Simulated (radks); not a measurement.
Task: C2+, configuration [He] 2s1.5 3d0.5 (fractional occupations, a model configuration). Calculated with a radial shooting solver on a logarithmic mesh with Libxc functionals: non-relativistic Kohn-Sham, BLYP, spin-polarised, spherical densities, point nucleus; open shells are filled with parallel spins first. Some entries of the table are withheld. Estimate them.

| orbital | occ. | eigenvalue (eV) | r(max) (bohr) | <r> (bohr) |
|---|---|---|---|---|
| 1s up | 1 | -316.0933 | 0.1738 | 0.2698 |
| 1s down | 1 | -315.6901 | 0.1739 | 0.2699 |
| 2s up | 1 | -44.6336 | 1.101 | (1) |
| 2s down | 0.5 | -42.8750 | 1.102 | (2) |
| 3d up | 0.5 | -10.2627 | 2.912 | 3.458 |

Result: 
(1) 2s up <r> (bohr): 1.325
(2) 2s down <r> (bohr): 1.336
